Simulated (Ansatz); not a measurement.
C$_{2}$H$_{6}$AlClS (`C[S][Al]([CH3])[Cl]`), relaxed with RKS PBE0-D4/def2-TZVP in Ansatz from a PBE-D4/def2-SVP geometry. The force threshold is 0.005 eV/Å; the program also tests the step.

Total charge 0; spin multiplicity 1.

Start:

```xyz
11

C     0.159    0.810    2.379
S     0.294    1.366    0.626
Al   -0.073   -0.440   -0.550
C    -0.076   -0.407   -2.498
Cl   -0.452   -2.243    0.523
H    -0.663    1.372    2.863
H    -0.044   -0.275    2.451
H     1.111    1.043    2.893
H    -1.102   -0.591   -2.884
H     0.576   -1.205   -2.911
H     0.270    0.570   -2.894
```

```tsv
step	energy (eV)	largest force (eV/Å)	largest move (Å)
1	-32118.6360	0.525	0.000
2	-32118.6783	0.158	0.029
3	-32118.6823	0.074	0.020
4	-32118.6825	0.020	0.012
5	-32118.6826	0.009	0.016
6	-32118.6827	0.021	0.015
7	-32118.6827	0.020	0.008
8	-32118.6828	0.016	0.035
9	-32118.6828	0.012	0.003
10	-32118.6829	0.006	0.013
11	-32118.6829	0.007	0.008
12	-32118.6829	0.004	0.010
```

End:

```xyz
11

C     0.172    0.805    2.361
S     0.318    1.340    0.626
Al   -0.099   -0.435   -0.541
C    -0.076   -0.404   -2.475
Cl   -0.534   -2.219    0.494
H    -0.621    1.381    2.835
H    -0.056   -0.256    2.436
H     1.117    1.009    2.863
H    -1.049   -0.700   -2.878
H     0.662   -1.111   -2.864
H     0.166    0.590   -2.859
```

Run time 31 s (4 threads of a server CPU on a shared host); peak host memory 0.64 GiB.
